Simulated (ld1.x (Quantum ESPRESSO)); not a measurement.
**Varying the TM potential for B**

Base potential:

```
Element                 : boron (B)
Generator               : ld1.x (Quantum ESPRESSO) 7.5
Type                    : norm-conserving Troullier–Martins (Kleinman–Bylander form)
Functional              : PBE
Relativity              : scalar-relativistic
Frozen core             : [He]
Valence charge          : 3
Reference configuration : 2s2 2p1
Partial waves           : 2s (bound): rc 1.35 bohr; 2p (bound): rc 3.10 bohr
Local potential         : all-electron potential smoothed inside 1.40 bohr (lloc = -1)
Core correction         : a·sin(br)/r model core inside 1.00 bohr
```

All-electron outer shells of the reference configuration (PBE, scalar-relativistic, ld1.x):

```tsv
shell	level (eV)	outermost node (bohr)	outermost maximum (bohr)
1s	-180.59	–	0.21
2s	-9.44	0.46	1.52
2p	-3.61	–	1.57
```

Cutoffs, loose and tight: the cutoffs (Ry, on a coarse ladder) from which the occupation-weighted sum of valence levels, in a spherical-Bessel basis at the reference potential, stays within 10 and 1 mRy of its value at 400 Ry. They do not see the model core or the augmentation charge, which bear on the density cutoff. Test errors are all-electron minus pseudo excitation energies from the reference, over the configurations 2s2 2p0; 2s1 2p0; 2s2 2p0.5; 2s0 2p3; 2s1 2p1; 2s2 2p1.3; 2s1 2p2. A dash means not determined; rows that change the core or the reference have their own tests.

```csv
change,outcome,"cutoff, loose","cutoff, tight",bound ghosts,largest test error (meV)
base,generated,21 Ry,55 Ry,none,+298
wave 2s (bound): rc 1.35 bohr becomes 2s (bound): rc 1.08 bohr,generated,25 Ry,70 Ry,none,+298
wave 2s (bound): rc 1.35 bohr becomes 2s (bound): rc 1.30 bohr,generated,21 Ry,55 Ry,none,+298
wave 2s (bound): rc 1.35 bohr becomes 2s (bound): rc 1.48 bohr,generated,18 Ry,50 Ry,none,+298
wave 2s (bound): rc 1.35 bohr becomes 2s (bound): rc 1.98 bohr,generated,12 Ry,30 Ry,none,+304
```

What comes out with this change to the base: wave 2s (bound): rc 1.35 bohr becomes 2s (bound): rc 0.94 bohr?

outcome: generated; cutoff, loose: 70 Ry; cutoff, tight: 160 Ry; bound ghosts: none; largest test error (meV): +300.

What comes out with this change to the base: wave 2s (bound): rc 1.35 bohr becomes 2s (bound): rc 1.68 bohr?

outcome: generated; cutoff, loose: 18 Ry; cutoff, tight: 40 Ry; bound ghosts: none; largest test error (meV): +300.

What comes out with this change to the base: wave 2s (bound): rc 1.35 bohr becomes 2s (bound): rc 1.86 bohr?

outcome: generated; cutoff, loose: 15 Ry; cutoff, tight: 35 Ry; bound ghosts: none; largest test error (meV): +303.

Reading the sweep of the s radius (base included, trends over the rows without a ghost): The loose cutoff falls from 70 Ry at 0.94 to 12 Ry at 1.98 bohr. A larger radius leaves more room for a smooth pseudo-wave, so fewer plane waves are needed; a smaller one forces it to follow the all-electron wave where it bends sharply. The median size of the test errors (rows with all tests solved) stays near 55.1 meV.
